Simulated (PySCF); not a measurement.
**Tc²⁴⁺: fine-structure interval**

Tc²⁴⁺ [Ar] 3d1 [3d3/2^1, M_J = 3/2] → Tc²⁴⁺ [Ar] 3d1 [3d5/2^1, M_J = 5/2], as a difference of total energies. Computed with PySCF 2.14 in an uncontracted even-tempered set (16 s from 3.2 bohr⁻², ratio 2.8; 12 p from 4.2 bohr⁻², ratio 2.8; 8 d from 4.2 bohr⁻², ratio 2.8; 3 f from 12 bohr⁻², ratio 3), with the two-component X2C-1e Hamiltonian. Correlated levels: [Ne] frozen; the 74 highest virtual spinors dropped. "Screened" scales the spin-orbit matrix elements by Boettger's factors to mimic the two-electron term; Breit and QED terms are absent.

| method | fine-structure interval (cm⁻¹) |
| --- | --- |
| GHF (screened spin-orbit) | 42446 |
| GMP2 (screened spin-orbit) | 42287 |
| GHF (bare spin-orbit) | 55321 |
